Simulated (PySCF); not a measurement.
**`C=C[SiH2][Si@H]([SiH3])OCC`: 4 charge schemes on one density**

Compound: C4H14OSi3.
Z-matrix (Å and degrees, GFN2-xTB geometry), rows numbered from 1:
```
C 
C   1  1.3228
Si  2  1.8816  1  125.27
Si  3  2.3117  2  106.53  1   109.75
Si  4  2.3230  3  120.42  2   -55.70
O   4  1.6338  3   98.41  2  -176.16
C   6  1.3943  4  129.18  3   174.07
C   7  1.5209  6  112.48  4    69.63
H   1  1.0778  2  121.27  3     1.44
H   1  1.0801  2  123.12  3  -178.84
H   2  1.0841  1  117.81  3   178.75
H   3  1.4720  2  107.20  1   -13.83
H   3  1.4745  2  106.28  1  -126.14
H   4  1.4888  3  111.45  2    70.27
H   5  1.4654  4  111.12  3    45.35
H   5  1.4718  4  115.20  3   166.12
H   5  1.4700  4  112.95  3   -74.19
H   7  1.0957  6  106.61  4  -169.62
H   7  1.0987  6  109.44  4   -52.53
H   8  1.0864  7  110.00  6   175.36
H   8  1.0870  7  110.05  6   -64.38
H   8  1.0870  7  109.82  6    55.17
```

Density: PBE0/pcSseg-1 (PySCF); schemes: Mulliken, IAO, Hirshfeld and ESP-fitted. The structure is a single GFN2-xTB conformer in the gas phase; no vibrational or solvent corrections.

Q: What partial charge does each atom carry?

A: In e:

```tsv
atom	environment	Mulliken	IAO	Hirshfeld	ESP-fitted
C1	terminal =CH2 carbon	-0.155	-0.283	-0.087	-0.365
C2	alkene CH carbon	-0.488	-0.420	-0.142	-0.218
Si3	SiH2 silicon	+0.394	+0.474	+0.245	+0.232
Si4	oxygen-bound silicon	+0.411	+0.578	+0.246	+0.325
Si5	SiH3 silicon	+0.137	+0.235	+0.198	+0.167
O6	silyl ether oxygen	-0.638	-0.641	-0.226	-0.473
C7	sp3 carbon bound to oxygen	+0.044	-0.035	+0.012	+0.366
C8	methyl carbon	-0.320	-0.435	-0.123	-0.304
H9	vinylic hydrogen	+0.115	+0.143	+0.043	+0.173
H10	vinylic hydrogen	+0.118	+0.148	+0.047	+0.164
H11	vinylic hydrogen	+0.129	+0.148	+0.040	+0.137
H12	Si–H hydrogen	-0.066	-0.102	-0.072	-0.060
H13	Si–H hydrogen	-0.049	-0.096	-0.071	-0.062
H14	Si–H hydrogen	-0.071	-0.134	-0.089	-0.101
H15	Si–H hydrogen	-0.051	-0.089	-0.075	-0.069
H16	Si–H hydrogen	-0.052	-0.093	-0.075	-0.061
H17	Si–H hydrogen	-0.052	-0.096	-0.076	-0.069
H18	methylene hydrogen	+0.117	+0.146	+0.044	0.000
H19	methylene hydrogen	+0.111	+0.115	+0.033	-0.028
H20	methyl hydrogen	+0.117	+0.147	+0.048	+0.071
H21	methyl hydrogen	+0.125	+0.140	+0.038	+0.080
H22	methyl hydrogen	+0.123	+0.149	+0.044	+0.096
```

Mean size of the charges over all atoms: IAO 0.220 e, Mulliken 0.176 e, ESP-fitted 0.165 e, Hirshfeld 0.094 e. Each set sums to the total charge, 0, to within 0.001 e. The Hirshfeld scheme weights the molecular density at each point by an atom's share of the summed free-atom densities. The ESP scheme fits charges at the nuclei, held to the total charge, to the electrostatic potential on points at 1.4 to 2.0 times the van der Waals radii.

Lowest charge. All schemes agree: Mulliken O6 (-0.638); IAO O6 (-0.641); Hirshfeld O6 (-0.226); ESP-fitted O6 (-0.473).

Highest charge. The schemes don't all agree: Mulliken Si4 (+0.411); IAO Si4 (+0.578); Hirshfeld Si4 (+0.246); ESP-fitted C7 (+0.366).

Q: How many electrons does the Mulliken scheme count on O6?

A: Z − q = 8 − (-0.638) = 8.638.

Q: Sum the charges by element, for elements with more than one atom.

A: 
```tsv
element	atoms	Mulliken	IAO	Hirshfeld	ESP-fitted
C	4	-0.919	-1.174	-0.341	-0.521
Si	3	+0.942	+1.288	+0.689	+0.723
H	14	+0.615	+0.528	-0.121	+0.272
```
